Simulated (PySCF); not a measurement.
Electronic structure of Cr⁻ (chromium, charge -1) at the BP86 level

Configuration: [Ar] 3d5 4s2, high-spin 6S determinant. All numbers are calculated (PySCF 2.14, scalar relativity by spin-free X2C-1e, in aug-cc-pVTZ-DK (8s7p5d3f2g, 93 functions)).

```json
{
  "Total energy": "-1050.971 hartree",
  "One-electron energy": "-1451.049 hartree",
  "Hartree (Coulomb) energy": "449.517 hartree",
  "Exchange-correlation energy": "-49.438 hartree",
  "⟨S²⟩": "8.8421",
  "⟨L²⟩": "0.000",
  "Sum of ⟨r⟩": "26.57 bohr",
  "Sum of ⟨r²⟩": "78.84 bohr²",
  "Langevin diamagnetic susceptibility": "-62.4 ×10⁻⁶ cm³/mol"
}
```

| shell | electrons | mean orbital energy (eV) | rms radius, mean of both spins (bohr) |
| --- | --- | --- | --- |
| 1s α | 1 | -5873.5 | 0.0734 |
| 1s β | 1 | -5873.4 | 0.0734 |
| 2s α | 1 | -661.98 | 0.318 |
| 2s β | 1 | -660.46 | 0.318 |
| 2p α | 3 | -555.45 | 0.288 |
| 2p β | 3 | -554.27 | 0.288 |
| 3s α | 1 | -69.887 | 0.970 |
| 3s β | 1 | -65.748 | 0.970 |
| 3p α | 3 | -41.337 | 1.05 |
| 3p β | 3 | -37.248 | 1.05 |
| 4s α | 1 | 0.130 | 5.07 |
| 4s β | 1 | 1.061 | 5.07 |
| 3d α | 5 | 1.201 | 1.90 |

⟨S²⟩ = 8.84 against 8.75 shows spin contamination. At BP86 the highest occupied level has a positive energy, so only the finite basis holds that electron; in a semilocal or global hybrid functional this comes from self-interaction and does not mean that the real anion is unbound.

Densities and radii are taken from the X2C orbitals without a picture-change correction, which distorts them close to the nucleus.
